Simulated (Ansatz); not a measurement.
Computed with Ansatz on PBE0-D4/def2-TZVP structures; ΔE is electronic, products minus reactants. CCSD(T)/CBS adds triple-zeta CCSD(T) − MP2 to the extrapolated MP2 energy (def2 sets, frozen cores). This one scheme is used for every species. DFT in def2-TZVPP. def2 core potentials past Kr. For Sb outer-core shells are correlated without core-valence functions, which leaves a few kJ/mol of doubt a bond.

`C[CH2][SbH2]` + H₂S → `[SH][SbH2]` + ethane  (ligand exchange at the Sb–C bond)

`C[CH2][SbH2]`:

Z-matrix (Å, degrees):
```
C
C 1 1.516
H 1 1.092 2 111.4
H 1 1.095 2 111.2 3 120.1
H 1 1.092 2 111.4 3 -119.8
Sb 2 2.169 1 115.3 3 59.9
H 2 1.093 1 111.5 3 -179.6
H 2 1.093 1 111.5 3 -60.6
H 6 1.712 2 93.6 1 -45.6
H 6 1.712 2 93.6 1 45.8
```

H₂S:

Z-matrix (Å, degrees):
```
S
H 1 1.341
H 1 1.341 2 92.3
```

`[SH][SbH2]`:

Z-matrix (Å, degrees):
```
Sb
S 1 2.426
H 1 1.710 2 94.5
H 1 1.710 2 94.3 3 90.8
H 2 1.342 1 93.1 3 133.7
```

`CC`:

```xyz
8

C    -0.050   -0.201   -0.730
C     0.050    0.201    0.730
H     0.671    0.343   -1.345
H     0.144   -1.268   -0.864
H    -1.045    0.004   -1.133
H    -0.671   -0.343    1.345
H    -0.143    1.268    0.864
H     1.045   -0.004    1.133
```

| species | B2PLYP energy (Eh) |
| --- | --- |
| `C[CH2][SbH2]` | -320.39602 |
| H₂S | -399.27468 |
| `[SH][SbH2]` | -639.92625 |
| `CC` | -79.77340 |

Problem. Work out ΔE.

Solution. ΔE = (-639.92625) + (-79.77340) − (-320.39602) − (-399.27468) = -0.02895 Eh = -0.79 eV. CCSD(T)/CBS gives -0.72 eV.

Largest T1 diagnostic among the species: 0.013.

At CCSD(T), def2-SVP lies +0.03 eV from the extrapolated value and def2-TZVPP +0.06 eV. In def2-TZVPP, CCSD(T) changes the Hartree–Fock value by +0.21 eV (the triples alone add +0.02 eV) and MP2 by +0.20 eV.
